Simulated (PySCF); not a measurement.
**Electron correlation in Si⁺ (silicon, charge +1)**

[Ne] 3s1 3p2, high-spin 4P determinant (an excited configuration). Calculation: PySCF 2.14, in def2-QZVPPD; no relativity, point nucleus. Frozen: [Ne]; 3 electrons correlated.

```tsv
level	correlation energy (mhartree)
CCSD	-15.73
(T)	-0.12
CCSD(T)	-15.85
```

Diagnostics: T1 = 0.0029, D1 = 0.0068, largest double amplitude 0.035.

Is a single reference adequate?

Yes: T1 lies below 0.03 and no double amplitude reaches 0.07.
